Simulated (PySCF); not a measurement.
Compound: C5H13PSSi.
Geometry (PBE0-D3(BJ)/def2-SVP, Å), atoms numbered from 1 in this order:
```
atom  x, y, z in Å
C1     3.5345   -0.0968    0.3664
Si2    1.8824   -0.5743    1.1270
P3     0.3009   -0.6830   -0.4813
C4     0.1103    1.1479   -0.8277
C5    -1.1963    1.4268   -1.5599
S6    -2.6757    1.1632   -0.5411
C7    -2.4840   -0.6022   -0.1621
C8    -1.2068   -0.9302    0.6006
H9     3.8344   -0.8311   -0.3959
H10    3.4724    0.8919   -0.1138
H11    4.3222   -0.0530    1.1340
H12    1.4855    0.4184    2.1811
H13    1.9661   -1.9236    1.7711
H14    0.1469    1.7457    0.0986
H15    0.9614    1.4495   -1.4611
H16   -1.2720    0.8171   -2.4760
H17   -1.2543    2.4836   -1.8653
H18   -2.5464   -1.1846   -1.0969
H19   -3.3718   -0.8538    0.4395
H20   -1.1586   -0.3159    1.5153
H21   -1.2154   -1.9907    0.9044
```

Method used: PBE0-D3(BJ)/def2-SVP geometry optimisation, gas phase in PySCF 2.14.0.

Take the most abundant isotopes and a rigid rotor. The values belong to one conformer with, in the numbering `[CH3:1][SiH2:2][P:3]1[CH2:4][CH2:5][S:6][CH2:7][CH2:8]1`, C1–Si2–P3–C4 -72°, Si2–P3–C4–C5 -162°, P3–C4–C5–S6 69°, C4–C5–S6–C7 -61°, C5–S6–C7–C8 61°.

What are A, B and C (MHz)?

Ia = 195.55, Ib = 774.61, Ic = 878.01 u·Å²; 505379 MHz·u·Å²/I gives A = 2584, B = 652.4, C = 575.6 MHz.

Classify the top.

A near-prolate asymmetric top. Ray's parameter κ = (2B − A − C)/(A − C) = -0.924; −1 is the prolate and +1 the oblate limit.

Is it planar, by Δ = Ic − Ia − Ib?

Not planar: Δ = Ic − Ia − Ib = -92.14 u·Å². For a rigid frame Δ = −2 Σ m c², so Σ m c² = 46.07 u·Å² lies off the ab plane: 12.04 from hydrogen and 34.03 from heavier atoms. The atom farthest from that plane is 1.93 Å away.

Where do the levels up to J = 2 lie, in MHz?

Above 0(0,0):
J = 1: 1(0,1) 1228, 1(1,1) 3160, 1(1,0) 3237
J = 2: 2(0,2) 3682, 2(1,2) 5539, 2(1,1) 5770, 2(2,1) 11566, 2(2,0) 11568
Those of J = 1 are B + C, A + C and A + B.

Which types of transition are allowed, and where do some lines up to J = 4 fall?

The dipole components are |μa| = 1.18 D, |μb| = 0.40 D, |μc| = 0.08 D. Intensities carry the squares of the components, which stand as 1.00 : 0.12 : 0.01 (a : b : c). Some of the stronger lines:

```
type  branch         J(Ka,Kc)    MHz  lower level (cm⁻¹)
   a       R  1(0,1) ← 0(0,0)   1228               0.000
   b       Q  2(1,1) ← 2(0,2)   2088               0.123
   b       R  4(0,4) ← 3(1,3)   3140               0.304
   a       R  3(1,3) ← 2(1,2)   3567               0.185
   a       R  4(3,1) ← 3(3,0)   4917               0.837
   b       Q  4(2,3) ← 4(1,4)   6300               0.462
   b       R  2(2,0) ← 1(1,1)   8408               0.105
   b       Q  4(3,1) ← 4(2,2)   9826               0.674
   b       R  4(2,3) ← 3(1,2)  10593               0.319
   b       R  3(3,1) ← 2(2,0)  13535               0.386
   b       R  3(3,0) ← 2(2,1)  13538               0.386
```

Estimate the classical rotational partition function at 25 K, 50 K and 500 K.

Point group C1, symmetry number σ = 1; q = (√π/σ)·√((kT/h)³/(ABC)), k/h = 20836.6 MHz/K: 21400 at 25 K, 60500 at 50 K, 1910000 at 500 K.

No PBE0-D3(BJ)/def2-SVP frequencies stand behind this structure, so it isn't proved a minimum. These are rigid-rotor constants of the computed structure; measured ground-state constants (B0) also hold zero-point vibration. A rigid rotor knows nothing of internal rotation, which can split or shift real lines.
